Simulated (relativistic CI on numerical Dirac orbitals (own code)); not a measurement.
What each ingredient does to the levels of Tb⁴¹⁺

Base calculation: Dirac-Coulomb-Breit CI, orbitals from a KLI potential per configuration, a model potential for QED, unscaled Slater integrals.

CI space (outside the closed core [Ne]): 3s²3p⁶3d⁶, 3s²3p⁵3d⁷, 3s²3p⁴3d⁸, 3s3p⁶3d⁷, 3p⁶3d⁸, 3s3p⁵3d⁸, 3s²3p⁶3d⁵4s, 3s²3p⁶3d⁵4p, 3s²3p⁴3d⁷4s, 3s²3p⁶3d⁵4d, 3s²3p⁵3d⁶4s, 3s²3p⁶3d⁵4f, 3s²3p⁶3d⁴4s², 3s3p⁶3d⁶4s, 3p⁶3d⁷4s, 3p⁶3d⁷4p. Levels of other configurations are missing.

Variants: (1) QED terms removed; (2) one mean potential for all configurations. Shifts of the energy above 3s²3p⁶3d⁶ ⁵D4, in cm⁻¹, for the lowest level and the first level of each name with at least 55 % of one term (blank where a level changes its place among those of its configuration and J or its character, or is not in the variant):

| Level | Base | Δ(1) | Δ(2) |
| --- | --- | --- | --- |
| 3s²3p⁶3d⁶ ⁵D4 | 0 | 0 | 0 |
| 3s²3p⁶3d⁶ ⁵D3 | 249922 | -814 | +137 |
| 3s²3p⁶3d⁶ ³G5 | 326809 | -770 | +109 |
| 3s²3p⁶3d⁶ ³H6 | 327957 | -780 | +113 |
| 3s²3p⁶3d⁶ ⁵D0 | 568597 | -1540 | +253 |
| 3s²3p⁶3d⁶ ³H5 | 622464 | -1585 | +247 |
| 3s²3p⁶3d⁶ ¹I6 | 649592 | -1581 | +241 |
| 3s²3p⁶3d⁶ ³F4 | 812943 | -1616 | +220 |
| 3s²3p⁶3d⁶ ¹D2 | 946399 | -1511 | +171 |
| 3s²3p⁶3d⁶ ¹S0 | 1044780 | -1737 | +208 |
| 3s²3p⁵3d⁷ ⁵G°6 | 2427428 | +2455 | -428 |
| 3s²3p⁵3d⁷ ³P°0 | 2504616 | +2545 | -424 |
| 3s²3p⁵3d⁷ ³D°3 | 2510177 | +2507 | -415 |
| 3s²3p⁵3d⁷ ⁵G°5 | 2730463 | +1683 | -418 |

At this charge energies of transitions that change n are usually good to better than 1 %, and those within a shell (Δn = 0) to a few per cent.

Ionisation energy from the two ground configurations alone: base 3189.14 eV. The NIST ASD value (theoretical) is 3189 eV.

LS names give the leading component of a level, which can be under half, so a name can repeat, a term be missing and a line seem to break the LS rules.
